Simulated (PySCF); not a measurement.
Job for PySCF: R-B3LYP/LANL2DZ on CH3Br (SMILES CBr), a point of a bond scan (R = 2.153 Å).

```python
from pyscf import gto, scf, dft, mp
from pyscf.data.elements import chemcore

mol = gto.M(
    atom='''
    C    -1.53381561   -0.04091863   -0.02869190
    Br    0.61821040    0.01649242    0.01156438
    H    -1.83024719   -0.68040431   -0.85265241
    H    -1.88710585    0.97406916   -0.17260283
    H    -1.86976166   -0.44271605    0.92074143
    ''',
    basis='lanl2dz',
    ecp={'Br': 'lanl2dz'},
    charge=0, spin=0, verbose=3, max_memory=1800)
mf = dft.RKS(mol, xc='b3lyp')
mf.conv_tol = 1e-8
mf.max_cycle = 100
mf.kernel()
if not mf.converged:
    mf = mf.newton().run(mf.mo_coeff, mf.mo_occ)
```

Problem. Give the final energy of this run.

Solution. -53.0651 hartree.
